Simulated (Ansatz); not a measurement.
`BC=C(C)C` → `B/C(C)=C/C`  (isomerisation)

Computed with Ansatz on PBE0-D4/def2-TZVP structures; ΔE is electronic, products minus reactants. CBS: MP2 limit from def2 TZ/QZ plus the TZ coupled-cluster correction, frozen cores. DFT in def2-TZVPP. B3LYP here is the variant with VWN-RPA as its local correlation; programs differ in this.

| level | ΔE (kJ/mol) |
| --- | --- |
| PBE-D4 | 12.5 |
| r2SCAN-D4 | 14.0 |
| ωB97X-V | 11.7 |
| B3LYP | 13.0 |
| MP2/def2-TZVPP | 11.2 |
| SCS-MP2/def2-TZVPP | 10.8 |
| SCS-MP2/def2-QZVPP | 11.0 |
| MP2/CBS(def2) | 11.4 |

**Question.** What does CCSD(T)/CBS give? (Estimate.)

**Answer.** Computed: +11.4 kJ/mol. The listed levels differ from it by 1.1, 2.6, 0.3, 1.6, -0.2, -0.6, -0.4, 0.0 kJ/mol.

Largest T1 diagnostic among the species: 0.011.

In def2-TZVPP, CCSD(T) changes the Hartree–Fock value by −3.2 kJ/mol (the triples alone add −0.4 kJ/mol) and MP2 by −3.3 kJ/mol.

CCSD(T)/CBS has its own doubt, a few kJ/mol and more with outer-core shells, so smaller differences from it don't rank the levels.
